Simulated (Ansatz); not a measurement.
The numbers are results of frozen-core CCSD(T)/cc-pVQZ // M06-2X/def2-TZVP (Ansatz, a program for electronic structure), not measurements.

Ansatz 0.2 input:
```yaml
crystal:
  periodic: [false, false, false]
  atoms:
    - { symbol: O, position_ang: [-0.871043, 1.926185, 0.050698] }
    - { symbol: C, position_ang: [-0.381637, 0.842636, 0.02234] }
    - { symbol: C, position_ang: [-0.584395, -0.605507, -0.002848] }
    - { symbol: C, position_ang: [0.838875, 0.037616, -0.01128] }
    - { symbol: H, position_ang: [-0.927642, -1.065358, -0.920736] }
    - { symbol: H, position_ang: [-0.900657, -1.100967, 0.906147] }
    - { symbol: H, position_ang: [1.42855, -0.048241, 0.892437] }
    - { symbol: H, position_ang: [1.401846, -0.012923, -0.934483] }
basis:
  gaussian: { orbitals: cc-pVQZ }
correlation:
  method: ccsd_t
```

Output:

```
Functional definition: HF
2001 factors; integrals over basis functions are off by at most 1.1e-3 eV
mean field evaluation 1: about -5189.0889 eV, gradient 3.6e1 eV
mean field evaluation 2: about -5189.0896 eV, gradient 3.6e1 eV
mean field evaluation 4: about -5192.0949 eV, gradient 4.9e0 eV
mean field evaluation 8: about -5192.1756 eV, gradient 5.0e-1 eV
mean field evaluation 16: about -5192.0944 eV, gradient 4.9e0 eV
mean field -5192.17791663 eV, -190.8090190515 hartree, gradient 3.4e-6 eV, S^2 0.000000; 0 other end points of the search recorded, 0 dependent functions left out
4 core orbitals not correlated
reference -5192.17791663 eV, -190.8090190515 hartree; 11, 11 occupied and 325, 325 virtual orbitals, 2001 factors
second order -20.77622008 eV of doubles, -0.00000000 eV of singles
cycle   1  -20.45725323 eV  change    3.2e-1 eV  update   1.1e-1
cycle   2  -20.97579524 eV  change   -5.2e-1 eV  update   3.4e-2
cycle   3  -21.10933184 eV  change   -1.3e-1 eV  update   1.7e-2
cycle   4  -21.09625559 eV  change    1.3e-2 eV  update   4.1e-3
cycle   5  -21.09591251 eV  change    3.4e-4 eV  update   1.8e-3
cycle   6  -21.09681852 eV  change   -9.1e-4 eV  update   5.4e-4
cycle   7  -21.09653350 eV  change    2.9e-4 eV  update   2.3e-4
cycle   8  -21.09647170 eV  change    6.2e-5 eV  update   7.1e-5
cycle   9  -21.09650713 eV  change   -3.5e-5 eV  update   2.5e-5
cycle  10  -21.09651246 eV  change   -5.3e-6 eV  update   8.6e-6
perturbative correction -0.98434014 eV, -0.0361738329 hartree
Total energy: -5214.25876922 eV, -191.6204754175 hartree
```

Cost: about 50 core-minutes (a rough figure).
